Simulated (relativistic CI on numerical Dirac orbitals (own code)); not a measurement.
Pd⁵⁺: 4d valence photoemission

Computed with this model: Dirac-Coulomb-Breit CI, separate exchange-only KLI orbitals for each configuration, model QED, multiplet model of photoemission in the sudden approximation, unscaled Slater integrals; configurations [Kr] 4d5 → [Kr] 4d4; 300 K; Lorentzian 0.3 eV and Gaussian 0.5 eV FWHM. Energies are those of the free ion, without screening or charge transfer. The energies are binding energies and can lie tens of eV above those of solids. S is read from ⟨S²⟩ = S(S + 1).

Field parameters in Wybourne normalisation: Oh B⁴₀ = 21Dq, B⁴₄ = √(5/14) B⁴₀. The field is a parameter set, without covalency.

Computed curve for free ion, scaled to 100 at the maximum (points under 2 are left out and the grid is thinned):

```
Energy (eV)  Intensity
       82.2        2.1
       82.3        2.4
       82.4        2.7
       82.5        3.2
       82.6        3.8
       82.7        4.7
       82.8        5.9
       82.9        7.8
       83.0       10.7
       83.1       15.2
       83.2       22.1
       83.3       31.6
       83.4       43.6
       83.5       57.3
       83.6       71.1
       83.7       83.5
       83.8       93.2
       83.9       99.1
       84.0      100.0
       84.1       95.2
       84.2       84.6
       84.3       69.7
       84.4       53.1
       84.5       37.9
       84.6       25.8
       84.7       17.4
       84.8       12.0
       84.9        8.6
       85.0        6.5
       85.1        5.1
       85.2        4.2
       85.3        3.5
       85.4        2.9
       85.5        2.5
       85.6        2.2
```

The ground state has S = 2.49, and the centroid lies at 83.94 eV.
